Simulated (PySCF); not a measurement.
BCl4 (charge -1).
InChI=1S/BCl4/c2-1(3,4)5/q-1

The closed-shell ground state was solved at several levels (PySCF, density fitting, gas phase, non-relativistic). Geometry: PBE0-D3(BJ)/def2-SVP; no solvent, vibrations or thermal averaging. The geometry's basis has no diffuse functions, a weakness for an anion. No diffuse functions stand in 6-31G*, def2-SVP and pcSseg-2, which bears on an anion's orbital energies.

```json
{"level": "B97-D/pcSseg-2", "basis functions": "208", "HOMO (eV)": "-2.31", "LUMO (eV)": "4.85", "gap (eV)": "7.16"}
{"level": "PBE0/pcSseg-2", "basis functions": "208", "HOMO (eV)": "-3.72", "LUMO (eV)": "5.80", "gap (eV)": "9.52"}
{"level": "OPBE/pcSseg-2", "basis functions": "208", "HOMO (eV)": "-2.31", "LUMO (eV)": "4.92", "gap (eV)": "7.23"}
{"level": "PBE0/6-31G*", "basis functions": "86", "HOMO (eV)": "-3.52", "LUMO (eV)": "6.29", "gap (eV)": "9.81"}
{"level": "BHandHLYP/pcSseg-2", "basis functions": "208", "HOMO (eV)": "-4.97", "LUMO (eV)": "6.73", "gap (eV)": "11.70"}
{"level": "PBE0/IGLO-III", "basis functions": "211", "HOMO (eV)": "-3.43", "LUMO (eV)": "6.06", "gap (eV)": "9.49"}
{"level": "KT3/pcSseg-2", "basis functions": "208", "HOMO (eV)": "-2.41", "LUMO (eV)": "4.62", "gap (eV)": "7.03"}
```

(1) Estimate the row for PBE0/def2-SVP, a basis of 86 functions; the other rows only guide the guess.

(2) Over all these levels, which gives the widest orbital gap and which the narrowest?

(3) How much does the basis alone move the frontier levels among the 4 PBE0 rows (the withheld one included)?

(4) In the pcSseg-2 basis, how does the gap go with the fixed share of exact exchange?

Answers

(1) HOMO -3.09 eV, LUMO 7.79 eV, gap 10.88 eV.

(2) BHandHLYP/pcSseg-2 (global hybrid, 50 % exact exchange) has the widest, 11.70 eV, and KT3/pcSseg-2 (GGA) the narrowest, 7.03 eV. The two share the basis. From the narrowest to the widest the HOMO moves by -2.56 eV and the LUMO by +2.11 eV.

(3) The HOMO by 0.63 eV and the LUMO by 1.99 eV. By rising basis size (HOMO, LUMO in eV): 6-31G* -3.52, 6.29; def2-SVP -3.09, 7.79; pcSseg-2 -3.72, 5.80; IGLO-III -3.43, 6.06.

(4) KT3 (0 %) 7.03 eV; B97-D (0 %) 7.16 eV; OPBE (0 %) 7.23 eV; PBE0 (25 %) 9.52 eV; BHandHLYP (50 %) 11.70 eV. Each rise in the share widens the gap here.
